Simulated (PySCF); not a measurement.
## SMILES CC(C)(CCl)C(=O)O, C$_{5}$H$_{9}$ClO$_{2}$

Geometry:
| atom | x (Å) | y (Å) | z (Å) |
| --- | --- | --- | --- |
| C1 | -1.675 | -1.855 | 0.451 |
| C2 | -1.554 | -0.330 | 0.354 |
| C3 | -1.818 | 0.138 | -1.082 |
| C4 | -2.490 | 0.366 | 1.346 |
| Cl5 | -4.212 | 0.003 | 1.033 |
| C6 | -0.142 | 0.076 | 0.752 |
| O7 | 0.143 | 0.798 | 1.674 |
| O8 | 0.786 | -0.463 | -0.046 |
| H9 | -0.986 | -2.343 | -0.252 |
| H10 | -1.445 | -2.209 | 1.467 |
| H11 | -2.704 | -2.157 | 0.210 |
| H12 | -2.851 | -0.108 | -1.363 |
| H13 | -1.688 | 1.227 | -1.176 |
| H14 | -1.131 | -0.355 | -1.782 |
| H15 | -2.272 | 0.050 | 2.373 |
| H16 | -2.373 | 1.455 | 1.293 |
| H17 | 1.644 | -0.153 | 0.280 |

Theory: TDDFT CAM-B3LYP/aug-cc-pVDZ excited states, vertical, gas phase in PySCF 2.14.0. Geometry: PBE0-D3(BJ)/def2-SVP.

(1) Give the one- and two-photon strengths of the lowest singlets.

## Answers

(1) δ for parallel linear polarisation; σ at the peak of a Lorentzian of half width 0.1 eV, single beam; Ω is circular over linear.
```tsv
state	E (eV)	f	photon λ (nm)	δ (au)	σ (GM)	Ω	main
S1	5.88	0.001	422	<0.1	0.00	–	HOMO→LUMO+4 0.76, HOMO→LUMO+8 0.09
S2	7.18	0.053	345	160	3.02	0.48	HOMO→LUMO 0.76
S3	7.42	0.007	334	8.04	0.16	1.50	HOMO−1→LUMO+5 0.40, HOMO−1→LUMO+9 0.21
S4	7.56	0.006	328	6.67	0.14	1.45	HOMO−2→LUMO+5 0.35, HOMO−2→LUMO+9 0.17
S5	7.72	0.003	321	14.4	0.32	1.50	HOMO−1→LUMO 0.36, HOMO−1→LUMO+1 0.26
S6	7.86	0.014	315	17.6	0.40	1.50	HOMO−2→LUMO 0.33, HOMO−2→LUMO+1 0.23
```

Among these, the strongest one-photon state is S2, the strongest two-photon state S2, with a dipole change of 7.3 D (relaxed, norm of the difference vector).
